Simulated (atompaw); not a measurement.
What one change does to a pseudopotential (Cd (Z = 48), PAW (atompaw))

cadmium, PAW, made with atompaw 4.2.0.5 (PBEsol, scalar-relativistic). Core [Kr], reference 4d10 5s2 5p0. Waves: 5s (bound): rc 3.00 bohr; 5s channel at 0.45 Ry: rc 3.00 bohr; 5p (bound, empty): rc 3.00 bohr; 5p channel at 1.05 Ry: rc 3.00 bohr; 4d (bound): rc 1.10 bohr; 4d channel at 0.55 Ry: rc 3.00 bohr. Local part: vpsmatchnc scheme with l = 3 at 0 Ry, radius 2.75 bohr. Core correction: smooth core density matched at 2.50 bohr. Augmentation charge: gaussian compensation charge, radius 2.95 bohr; PAW radius 3.00 bohr; waves and projectors: custom rrkj vanderbiltortho.

Change: all radii scaled by about 1.21 (s 3.62, p 3.62, d 1.32 bohr); local potential vpsmatchnc scheme with l = 3 at 0 Ry, radius 3.32 bohr; augmentation gaussian compensation charge, radius 3.56 bohr; PAW radius 3.62 bohr; waves and projectors: custom rrkj vanderbiltortho; core correction smooth core density matched at 3.02 bohr.

Cutoffs: the cutoffs (Ry, on a coarse ladder) from which the occupation-weighted sum of valence levels, in a spherical-Bessel basis at the reference potential, stays within 10 and 1 mRy of its value at 400 Ry; they do not see the model core or the augmentation charge, which bear on the density cutoff.

Task: What does the change do?

Result: The potential gets softer (90 Ry and 160 Ry → 70 Ry and 110 Ry); the bound ghost in s disappears. A larger radius leaves more room for a smooth pseudo-wave, so fewer plane waves are needed.

| quantity | base | changed |
| --- | --- | --- |
| cutoff, loose | 90 Ry | 70 Ry |
| cutoff, tight | 160 Ry | 110 Ry |
| loose cutoff by channel (10 mRy a level) | s 6 Ry, d 70 Ry | s 6 Ry, d 50 Ry |
| bound ghosts | s | none |
| lowest overlap eigenvalue by channel | s 0.18, p 0.43, d 0.47 | s 0.11, p 0.09, d 0.52 |

 A true bound ghost makes a file unfit for plane-wave use even where its test errors are small: the radial tests pick states by their node count and pass the ghost by. The cutoffs see the waves, projectors and local potential, not the compensation charge or the core.
